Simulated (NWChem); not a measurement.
AlH$_{2}$O$_{2}$F; SMILES [F][Al]([OH])[OH]

```xyz
6

Al    -0.0149     0.0036     0.0000
F     -1.4644    -0.7978     0.0000
O     -0.0505     1.6890     0.0000
H      0.7277     2.2473     0.0000
O      1.4415    -0.8524     0.0000
H      1.5182    -1.8074     0.0000
```
Atoms are numbered in this order, from 1.

Program: NWChem. Geometry: optimised at PBE0/def2-SVP. Ions are spin-unrestricted doublets at the neutral geometry; other ion states weren't tried.

Problem. Estimate the computed values for CAM-B3LYP/def2-SVP. Quantities: −ε(HOMO) (eV).

Solution. 
| Quantity | Result |
|---|---|
| −ε(HOMO) (eV) | 10.44 |
